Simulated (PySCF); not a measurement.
Job for PySCF: R-B3LYP/6-31G* on H4OSi (SMILES O[SiH3]).

```python
from pyscf import gto, scf, dft, mp
from pyscf.data.elements import chemcore

mol = gto.M(
    atom='''
    O     0.02734612    0.87514157    2.71247127
    Si    0.38359732   -0.40437004    3.68550027
    H     0.39177842    0.86954977    1.81838776
    H    -0.02690331   -1.69112445    3.06237832
    H    -0.37384242   -0.20352305    4.93766121
    H     1.83356710   -0.49506086    3.98914707
    ''',
    basis='6-31g*',
    cart=True,
    charge=0, spin=0, verbose=3, max_memory=1800)
mf = dft.RKS(mol, xc='b3lyp')
mf.conv_tol = 1e-8
mf.max_cycle = 100
mf.kernel()
if not mf.converged:
    mf = mf.newton().run(mf.mo_coeff, mf.mo_occ)
```

Program output:

```
converged SCF energy = -367.142550802176
```

The run converged.

Cost: roughly 3 core-seconds.
